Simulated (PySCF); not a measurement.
# chrysene (C18H12): A ladder of levels

System: chrysene (C18H12), SMILES c1ccc2c(c1)ccc1c3ccccc3ccc21.

All runs: gas phase, vertical, PySCF SCF with an in-house response code, density fitting, core orbitals frozen in the response. The brightest state is taken among those sought (5 to 8). Bases without diffuse functions give polarisabilities too low.

The gap is small, so a closed-shell solution may not be the true ground state; the numbers describe that solution.

Cheaper levels gave:

```tsv
level	response	geometry	HOMO / eV	LUMO / eV	S1 / eV	f(S1)	brightest / eV	polarisability / bohr³	ΔSCF IP / eV	rough CPU minutes (shared hosts, mixed chips)
PBE0/6-31G*	TDA	GFN2-xTB	-5.77	-1.16	3.97	0.008	5.16	194	7.15	0.5
```

(1) What do these better levels give?

| level | response | geometry |
| --- | --- | --- |
| PBE0/def2-TZVP | TDA | PBE0-D3(BJ)/def2-SVP |

Answers

(1) 
| level | response | geometry | HOMO / eV | LUMO / eV | S1 / eV | f(S1) | brightest / eV | polarisability / bohr³ | ΔSCF IP / eV | rough CPU minutes (shared hosts, mixed chips) |
| --- | --- | --- | --- | --- | --- | --- | --- | --- | --- | --- |
| PBE0/def2-TZVP | TDA | PBE0-D3(BJ)/def2-SVP | -6.03 | -1.49 | 3.85 | 0.007 | 4.95 | 226 |  | 6 |
